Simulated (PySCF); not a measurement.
# How methods differ on the excitation energy of Nb⁺

Nb⁺ [Kr] 4d4 (5D) → Nb⁺ [Kr] 4d3 5s1 (5F), as a difference of total energies. Computed with PySCF 2.14 in def2-QZVPPD with the def2 core potential (28 electrons), with a scalar-relativistic core potential. Correlated levels: valence: 4s2 4p6 frozen; valence and next inner shell: nothing frozen outside the core potential. The calculations carry no spin-orbit coupling.

```tsv
method	excitation energy (eV)	error (eV)
UHF	0.024	-0.302
PBE	0.183	-0.143
PBEsol	0.209	-0.117
B2PLYP	0.191	-0.135
B3LYP	0.119	-0.207
MP2 (valence)	0.231	-0.095
SCS-MP2 (valence)	0.093	-0.233
MP2 (valence and next inner shell)	0.241	-0.085
SCS-MP2 (valence and next inner shell)	0.147	-0.179
```

Reference: 0.326 eV (measured; NIST levels, between the centres of gravity of the two terms).

Errors of the correlated levels include the incompleteness of this basis and the frozen core.
